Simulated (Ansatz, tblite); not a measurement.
Removing and adding an electron: Si19OH26, a nanocrystal with a defect cut from the lattice of silicon (double-bonded O in place of two caps). Charge 0, multiplicity 1. Geometry: PBE-D4/def2-SVP. Ansatz, gas phase; energy differences of separate SCF runs; the oxidised species was run as a doublet alone; the reduced species was run as a doublet alone.

```xyz
46

Si   -1.320    3.757   -0.248
Si   -0.949    2.233    3.198
Si   -1.723    1.423   -3.328
Si   -1.227   -0.042    0.153
Si   -1.780   -2.298   -2.893
Si    1.607   -0.403   -2.393
Si   -1.371   -3.772    0.656
Si    2.004    1.933    0.644
Si    1.997   -1.875    1.138
Si   -1.049   -1.630    3.660
Si   -1.077    3.564   -2.584
Si   -0.326    1.982    0.939
Si   -0.346    0.422    4.584
Si    2.618    1.574   -1.604
Si   -0.724   -0.338   -2.123
Si   -0.333   -1.805    1.429
Si   -1.243   -4.245   -1.668
Si    2.546   -2.159   -1.135
Si    2.994    0.148    1.822
O    -2.225   -4.623    1.655
H    -0.748    5.070    0.228
H    -2.794    3.745    0.074
H    -2.453    2.361    3.220
H    -0.367    3.519    3.734
H    -3.216    1.293   -3.143
H    -1.421    1.264   -4.797
H    -2.727   -0.027    0.333
H    -3.268   -2.086   -2.751
H    -1.476   -2.509   -4.356
H     1.928   -0.596   -3.856
H     2.587    3.241    1.124
H     2.548   -3.026    1.946
H    -2.554   -1.673    3.656
H    -0.514   -2.787    4.461
H    -1.944    4.599   -3.263
H     0.353    3.830   -2.976
H    -0.985    0.622    5.939
H     1.148    0.411    4.776
H     2.269    2.752   -2.475
H     4.117    1.383   -1.651
H     0.168   -4.675   -1.984
H    -2.190   -5.371   -1.998
H     2.076   -3.501   -1.636
H     4.049   -2.106   -1.275
H     2.883    0.328    3.313
H     4.460    0.094    1.459
```

The xTB rows come from tblite. Single mean-field runs in def2-TZVP are fitted with def2-universal-jkfit. HOMO above LUMO, or a gap near zero within one spin, warns that the state may not be the lowest or that an electron is smeared out.

```
            level  −HOMO (eV)  vertical IE (eV)  −LUMO (eV)  vertical EA (eV)  HOMO–LUMO gap (eV)  IE − EA (eV)
         GFN1-xTB       10.85             12.14        9.02              7.46                1.83          4.68
         GFN2-xTB        8.82             10.23        6.66              4.93                2.16          5.30
PBE0-D4/def2-TZVP        6.85              7.96        2.71              1.75                4.13          6.21
```

(1) Estimate the rows for PBE-D4/def2-TZVP, BLYP-D4/def2-TZVP.

Results:

(1) 
```json
{"level": "PBE-D4/def2-TZVP", "−HOMO (eV)": "5.76", "vertical IE (eV)": "7.59", "−LUMO (eV)": "3.42", "vertical EA (eV)": "1.79", "HOMO–LUMO gap (eV)": "2.34", "IE − EA (eV)": "5.80", "remarks": "gap within one spin near zero (+1 doublet)"}
{"level": "BLYP-D4/def2-TZVP", "−HOMO (eV)": "5.61", "vertical IE (eV)": "7.52", "−LUMO (eV)": "3.22", "vertical EA (eV)": "1.63", "HOMO–LUMO gap (eV)": "2.39", "IE − EA (eV)": "5.89", "remarks": "HOMO above zero (-1 doublet), gap within one spin near zero (+1 doublet)"}
```

   A HOMO above zero means that the electron is unbound at that level or that self-interaction error raises the level; the energy of removing that electron tells which. Raw xTB energy differences between charge states are shifted by several eV; the methods need an empirical correction for them. Sets without diffuse functions give affinities that are too small.
